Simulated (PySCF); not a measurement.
SMILES C1[CH]CCCC1=O, doublet, GFN2-xTB optimised geometry.

```
16

O     -0.80     1.56     0.00
C     -0.12     0.57     0.00
C     -0.70    -0.84     0.16
C     -0.31    -0.92     1.58
C      1.14    -1.08     1.87
C      1.87     0.20     1.41
C      1.40     0.57     0.00
H     -1.77    -0.84     0.00
H     -0.19    -1.56    -0.47
H     -0.97    -0.54     2.33
H      1.31    -1.24     2.93
H      1.55    -1.93     1.31
H      1.62     1.02     2.09
H      2.95     0.05     1.43
H      1.76     1.56    -0.28
H      1.77    -0.16    -0.72
```

Density from unrestricted PBE0/def2-TZVP (PySCF) at that geometry.

Minimum of the electron density along straight lines between bonded atoms, close to the bond critical point (lines longer than 1.1 times the sum of covalent radii, or with two minima, are not listed):

```
bond    length / Å  ρ at the minimum / e bohr⁻³  ∇²ρ there / e bohr⁻⁵  position (fraction from the first atom)
------  ----------  ---------------------------  --------------------  ---------------------------------------
O1–C2        1.210                            …                     …                                     0.67
C2–C3        1.529                        0.245                 -0.58                                     0.51
C3–C4        1.469                        0.269                 -0.70                                     0.50
C4–C5        1.481                        0.269                 -0.72                                     0.51
C5–C6        1.545                        0.236                 -0.55                                     0.50
C2–C7        1.516                        0.259                 -0.67                                     0.51
C6–C7        1.530                        0.242                 -0.59                                     0.50
C3–H8        1.087                        0.283                 -0.99                                     0.65
C3–H9        1.089                        0.279                 -0.96                                     0.64
C4–H10       1.076                        0.289                 -1.03                                     0.65
C5–H11       1.090                        0.280                 -0.97                                     0.64
C5–H12       1.095                        0.276                 -0.94                                     0.64
C6–H13       1.092                        0.281                 -0.97                                     0.64
C6–H14       1.092                        0.279                 -0.96                                     0.64
C7–H15       1.090                        0.281                 -0.97                                     0.64
C7–H16       1.092                        0.277                 -0.95                                     0.64
```

**Question.** What belongs in the gaps?

**Answer.** 
- O1–C2, ρ at the minimum / e bohr⁻³: 0.421
- O1–C2, ∇²ρ there / e bohr⁻⁵: -0.03
